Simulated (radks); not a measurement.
Results of a calculation; reference values are marked as such.
Q: Species: Xe+. Configuration: [Kr] 4d9.5 5s2 5p5.5 (fractional occupations, a model configuration). Level of theory: scalar-relativistic Kohn-Sham, PBEsol, spin-unpolarised, spherical densities, point nucleus (a radial shooting solver on a logarithmic mesh with Libxc functionals). Some entries of the table are withheld. Estimate them.

orbital,occ.,eigenvalue (Ry),<1/r> (bohr^-1),<r> (bohr)
1s,2,-2526.285,(1),0.02666
2s,2,-394.1501,13.33,0.1146
2p,6,-353.8330,12.72,0.1003
3s,2,-81.48137,4.790,0.3065
3p,6,-68.46289,4.551,0.3045
3d,10,-49.15115,4.311,0.2809
4s,2,-15.53226,1.958,0.7150
4p,6,(2),1.798,0.7622
4d,9.5,-5.35492,(3),0.8686
5s,2,-2.21988,0.7301,1.796
5p,5.5,-1.30383,0.6048,2.142

A: 
(1) 1s <1/r> (bohr^-1): 58.09
(2) 4p eigenvalue (Ry): -11.39463
(3) 4d <1/r> (bohr^-1): 1.526
